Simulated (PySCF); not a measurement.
bromine monochloride anion (BrCl), SMILES ClBr (connectivity only; charge and spin as stated), charge -1, multiplicity 2. Atoms are numbered in the order given.

```xyz
2

Cl     0.0000     0.0000    -1.8478
Br     0.0000     0.0000     0.8975
```
Charge -1, spin multiplicity 2.

Geometry optimised at PBE0-D3(BJ)/def2-TZVPD. The spin state was assumed, not searched.

Level of theory: ωB97X/def2-TZVPD run with PySCF.

Mulliken values depend strongly on the basis, most of all with diffuse functions as here. ESP charges are fitted to the potential on shells at 1.4 to 2.0 van der Waals radii. Atomic charges (e):

```csv
atom,Mulliken,ESP fit,Mulliken spin
Cl1,-0.55,-0.52,0.43
Br2,-0.45,-0.48,0.57
```
